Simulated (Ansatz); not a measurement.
C2H7FOSi2, SMILES C[Si@H](F)C(=O)[SiH3].

Geometry: B3LYP-D3(BJ)/def2-SVP. The structure was generated by enumeration; whether it is a known compound was not checked. One conformer was computed; it need not be the lowest.

Two levels are set side by side: PBE/def2-SVPD (Ansatz, a program for electronic structure) and PBE0/def2-SVPD (Ansatz). Energy differences of separate SCF runs at the same geometry; the states with an electron removed or added have multiplicity 2 and 2. Differences are taken from unrounded values.

```json
[
 {"quantity": "vertical ionisation energy (eV)", "PBE": "8.41"},
 {"quantity": "vertical electron affinity (eV)", "PBE": "0.39"},
 {"quantity": "vertical singlet–triplet gap (eV)", "PBE": "1.73"}
]
```

Q: These are the PBE values. What does PBE0 give? (Estimate from the structure and the level; the computed values follow.)

A: 
```json
[
 {"quantity": "vertical ionisation energy (eV)", "PBE0": "8.63", "PBE minus PBE0": "-0.22"},
 {"quantity": "vertical electron affinity (eV)", "PBE0": "0.36", "PBE minus PBE0": "0.02"},
 {"quantity": "vertical singlet–triplet gap (eV)", "PBE0": "1.71", "PBE minus PBE0": "0.02"}
]
```
